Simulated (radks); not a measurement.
The numbers below are computed, except where a source is named.
Dispersion coefficients C6 (hartree bohr^6) between ground-configuration atoms and ions, from the Casimir-Polder integral (3/pi) of alpha_A(iw) alpha_B(iw). Level of theory: scalar-relativistic Kohn-Sham, PBE, spin-unpolarised, spherical densities, finite nucleus; Fermi nuclear charge, rms radius of each element as measured or else 0.836 A^(1/3) + 0.57 fm (a radial shooting solver on a logarithmic mesh with Libxc functionals). Response by self-consistent Sternheimer equations with the Hartree and adiabatic LDA kernel, the relativistic mass of each level held fixed and spin-orbit coupling left out. For heavy and open-shell atoms this level of theory can miss by tens of per cent.

\begin{tabular}{lrrrrrrrrr}
C6 & K & Ca+ & Sc2+ & Ti3+ & V4+ & Cr5+ & Mn6+ & Fe7+ & Co8+ \\ \hline
K & 3687 &  &  &  &  &  &  &  &  \\
Ca+ & 1234 & 471.0 &  &  &  &  &  &  &  \\
Sc2+ & 137.0 & 64.54 & 15.36 &  &  &  &  &  &  \\
Ti3+ & 67.64 & 33.81 & 9.454 & 6.074 &  &  &  &  &  \\
V4+ & 43.17 & 22.04 & 6.607 & 4.341 & 3.145 &  &  &  &  \\
Cr5+ & 30.40 & 15.70 & 4.902 & 3.268 & 2.390 & 1.829 &  &  &  \\
Mn6+ & 22.59 & 11.75 & 3.773 & 2.542 & 1.873 & 1.442 & 1.142 &  &  \\
Fe7+ & 17.37 & 9.089 & 2.981 & 2.025 & 1.501 & 1.161 & 0.9231 & 0.7488 &  \\
Co8+ & 13.71 & 7.205 & 2.403 & 1.644 & 1.224 & 0.9508 & 0.7585 & 0.6171 & 0.5099 \\
\end{tabular}

Static polarisabilities (bohr^3): K ([Ar] 4s1) 280.5, Ca+ ([Ar] 4s1) 68.38, Sc2+ ([Ar] 3d1) 5.307, Ti3+ ([Ar] 3d1) 2.354, V4+ ([Ar] 3d1) 1.451, Cr5+ ([Ar] 3d1) 1.003, Mn6+ ([Ar] 3d1) 0.7367, Fe7+ ([Ar] 3d1) 0.5617, Co8+ ([Ar] 3d1) 0.4401. The combination rule 2 Ca Cb / ((alpha_b/alpha_a) Ca + (alpha_a/alpha_b) Cb) gives 9.100 for Ti3+-Sc2+, against 9.454 from the integral.
